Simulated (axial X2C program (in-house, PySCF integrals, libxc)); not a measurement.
**A run on NaOs without results**

A two-component calculation with an axial X2C code built on PySCF integrals.

Input and command:
```json
{"zs": [76, 11], "q": 0, "bas": ["dyall-acv3z", "dyall-acv3z"], "r0": 2.84, "eom": "ip", "rq": -1, "thr": -2.0, "nmax": 95, "grid": [1, 0.96, 1.045, 0.92, 1.09, 1.15]}
```
```bash
python soeom.py task.json out
```

Keys: zs atomic numbers; q charge; bas basis sets; r0 starting distance in Å; eom kind of EOM run; rq charge at which the geometry is sought; thr threshold in hartree for freezing inner shells (an s shell follows its p shell); nmax most natural virtual spinors; grid distances as factors.

Outcome:

The program refused: none of the low determinants of the reference species is a closed shell, which the EOM method needs.
